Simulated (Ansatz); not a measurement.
Program: Ansatz. Geometries: PBE0-D4/def2-TZVP. ΔE: electronic, gas phase. CBS: MP2 limit from def2 TZ/QZ plus the TZ coupled-cluster correction, frozen cores. Functionals use def2-TZVPP. B3LYP here is the variant with VWN-RPA as its local correlation; programs differ in this.

`BO[SiH3]` + `C[C@H]1[AlH][Si@@H]1C` → `C[C@@H]1[AlH][Si@H]1[SiH3]` + `BOC`  (redistribution)

Question: Is it downhill or uphill in electronic energy at CCSD(T)/CBS, and by how much? (Best estimate.)

Answer: Computed: Uphill: ΔE = +1.60 eV.

Question: What do these levels give: PBE-D4, r2SCAN-D4, PBE0-D4, B3LYP-D4, ωB97M-V, B2PLYP, PBE, HF/def2-TZVPP, CCSD/def2-TZVPP, HF/def2-QZVPP, MP2/def2-QZVPP, MP2/CBS(def2)? (Estimate.)

Answer: The calculation gave: PBE-D4 1.30, r2SCAN-D4 1.51, PBE0-D4 1.40, B3LYP-D4 1.52, ωB97M-V 1.62, B2PLYP 1.60, PBE 1.30, HF/def2-TZVPP 1.76, CCSD/def2-TZVPP 1.60, HF/def2-QZVPP 1.78, MP2/def2-QZVPP 1.73, MP2/CBS(def2) 1.74 eV.

Largest T1 diagnostic among the species: 0.014.

From PBE to PBE0 (25 % exact exchange), in def2-TZVPP and without D4, ΔE moves by +0.11 eV. In def2-TZVPP, CCSD(T) changes the Hartree–Fock value by −0.19 eV (the triples alone add −0.04 eV) and MP2 by −0.05 eV.
